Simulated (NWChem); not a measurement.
System: ZnGeH$_{4}$S; SMILES [GeH3][Zn][SH]

Here is an NWChem input.

```
start job
memory heap 200 mb stack 900 mb global 1100 mb
geometry units angstroms noautoz
  Zn     0.008012     0.568605    -0.002404
  S     -0.070261     2.756173     0.038602
  H      1.210374     2.947649    -0.354357
  Ge     0.001878    -1.779374    -0.014464
  H      0.146726    -2.367553    -1.441824
  H      1.157425    -2.378052     0.828803
  H     -1.312973    -2.359321     0.568818
end
basis spherical
  * library def2-svp
end
dft
  xc kt2
  iterations 150
  mulliken
end
task dft energy
```

Geometry: optimised at B3LYP/6-31G* (spherical d).

Q: What results follow from this input? (KT2/def2-SVP.) Quantities: energy (Ha); highest occupied level (eV); orbital gap (eV); dipole (D).

A: 
| Quantity | Value |
|---|---|
| energy (Ha) | -4275.81 |
| highest occupied level (eV) | -5.79 |
| orbital gap (eV) | 4.48 |
| dipole (D) | 1.19 |
